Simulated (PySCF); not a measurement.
A calculated (UHF, PySCF 2.14, aug-cc-pCVTZ-DK, the spin-free X2C one-electron Hamiltonian (Gaussian nucleus)) atom or ion has these occupied shells.

```csv
shell,electrons,orbital energy (eV),"rms radius, mean of both spins (bohr)"
1s,2,-63.196,0.668
2s,2,-0.389,6.52
```

**Question.** Name the element and its charge.

**Answer.** Li- (lithium, charge -1), in [He] 2s2, closed-shell 1S.
